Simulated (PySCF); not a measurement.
This PySCF input asks for the NMR shieldings of `C=CP1CC=C(C)C1`, C$_{7}$H$_{11}$P; the geometry comes from GFN2-xTB.

```python
import basis_set_exchange as bse
import numpy as np
from pyscf import gto, dft
from pyscf.prop import nmr

atoms = """
C     3.187312    0.517142   -0.431281
C     1.895609    0.248418   -0.349656
P     1.192249   -0.798941    0.973478
C     0.083845   -1.814144   -0.143713
C    -1.108217   -0.958301   -0.438718
C    -1.281080    0.116494    0.315359
C    -2.410369    1.088151    0.220382
C    -0.240214    0.334598    1.379142
H     3.600369    1.137044   -1.212244
H     3.888180    0.123928    0.286957
H     1.192367    0.645711   -1.075181
H    -0.217065   -2.728933    0.378563
H     0.627073   -2.114776   -1.043365
H    -1.788512   -1.255367   -1.222429
H    -3.093320    0.812613   -0.579227
H    -2.962246    1.116174    1.159980
H    -2.032782    2.092698    0.029235
H     0.098478    1.372699    1.428398
H    -0.641481    0.074042    2.364348
"""
names = dict.fromkeys(["C", "P", "H"], "pcSseg-1")
basis = {el: gto.basis.parse(bse.get_basis(n, elements=[el], fmt="nwchem")) for el, n in names.items()}
mol = gto.M(atom=atoms, basis=basis, charge=0, verbose=0)
mf = dft.RKS(mol, xc="PBE0")
mf.grids.level = 2
mf.grids.alignment = dft.numint.BLKSIZE   # the property module wants whole blocks of grid points
mf.conv_tol = 1e-9
mf.kernel()

calc = nmr.RKS(mf)   # GIAO
C = mf.mo_coeff
Co = C[:, mf.mo_occ > 0]
resp = mf.gen_response(singlet=True, hermi=2)
def vind(x):   # induced exchange potential for any number of trial vectors
    d = np.einsum("pi,xij,qj->xpq", C, 2 * x.reshape(-1, C.shape[1], Co.shape[1]), Co, optimize=True)
    return np.einsum("xpq,pi,qj->xij", resp(d - d.transpose(0, 2, 1)), C, Co, optimize=True).ravel()
mo1, _ = nmr.rhf.solve_mo1(calc, with_cphf=vind)
sigma = calc.kernel(mo1)
for i, s in enumerate(sigma):   # ppm
    print("%2d %-2s %9.2f" % (i, mol.atom_pure_symbol(i), np.trace(s) / 3))
```

Task: Give the expected output.

Result: 
```
 0 C      50.18
 1 C      35.07
 2 P     345.04
 3 C     147.05
 4 C      55.32
 5 C      39.28
 6 C     165.10
 7 C     143.60
 8 H      25.69
 9 H      25.51
10 H      24.87
11 H      28.87
12 H      29.53
13 H      25.95
14 H      29.41
15 H      29.91
16 H      29.88
17 H      29.81
18 H      29.00
```

These numbers come from an equivalent density-fitted implementation of the same equations, which agrees with the script to about 0.01 ppm for H and up to a few tenths of a ppm for heavy atoms, so last digits may differ.

Size and cost of the density-fitted run: 198 basis functions, about 2 core-minutes.
